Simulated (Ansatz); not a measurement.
Abridged output of a molecular run in Ansatz:

```
Functional definition: HF
2333 factors; integrals over basis functions are off by at most 1.4e-3 eV
mean field evaluation 1: about -72835.7692 eV, gradient 4.5e1 eV
mean field evaluation 2: about -72835.7753 eV, gradient 4.5e1 eV
mean field evaluation 4: about -72841.3663 eV, gradient 4.4e0 eV
mean field evaluation 8: about -72841.4360 eV, gradient 3.6e-4 eV
mean field -72841.43602036 eV, -2676.8734000497 hartree, gradient 7.4e-7 eV, S^2 0.000000; 0 other end points of the search recorded, 0 dependent functions left out
23 core orbitals not correlated: weight in the atoms' cores, before any rotation towards them, 1.000 or more for the frozen orbitals, at most 0.000 for the correlated occupied ones
reference -72841.43602036 eV, -2676.8734000497 hartree; 34, 34 occupied and 164, 164 virtual orbitals, 2333 factors
second order -31.67314808 eV of doubles, -0.00000000 eV of singles
cycle   1  -32.94598847 eV  change    -1.3e0 eV  update   1.3e-1
cycle   2  -33.86035306 eV  change   -9.1e-1 eV  update   3.9e-2
cycle   3  -34.01981748 eV  change   -1.6e-1 eV  update   1.8e-2
cycle   4  -34.02213624 eV  change   -2.3e-3 eV  update   4.9e-3
cycle   5  -34.01938627 eV  change    2.7e-3 eV  update   2.0e-3
cycle   6  -34.01887938 eV  change    5.1e-4 eV  update   8.1e-4
cycle   7  -34.01869515 eV  change    1.8e-4 eV  update   2.8e-4
cycle   8  -34.01869502 eV  change    1.3e-7 eV  update   9.9e-5
cycle   9  -34.01868486 eV  change    1.0e-5 eV  update   3.0e-5
perturbative correction -1.09180524 eV, -0.0401231026 hartree
Total energy: -72876.54651046 eV, -2678.1636867620 hartree
```

Its atoms:

```xyz
23

C     2.304   -0.784   -0.706
Ga    1.252    0.443   -1.837
C     1.934    1.121   -3.556
Te   -1.066    1.238   -1.215
Si   -1.299    0.075    1.002
C    -1.061   -1.771    0.804
C    -0.074    0.774    2.233
C    -3.045    0.436    1.573
H     2.115   -1.813   -1.026
H     2.057   -0.710    0.353
H     3.371   -0.588   -0.836
H     1.163    1.637   -4.129
H     2.755    1.821   -3.372
H     2.333    0.300   -4.157
H    -1.220   -2.275    1.763
H    -1.774   -2.175    0.082
H    -0.055   -2.011    0.458
H    -0.230    1.847    2.361
H    -0.197    0.290    3.207
H     0.958    0.623    1.908
H    -3.227   -0.032    2.546
H    -3.212    1.510    1.677
H    -3.780    0.046    0.865
```

Q: Which basis set was used?
A. def2-QZVPP
B. def2-SVPD
C. def2-SVP
D. cc-pV(Q+d)Z

A: C. It gives 221 functions.

Q: Write the keys of the input that set method, charge and spin (a neutral closed shell needs none for the last two).

A: 
```yaml
correlation: {method: ccsd_t}
```
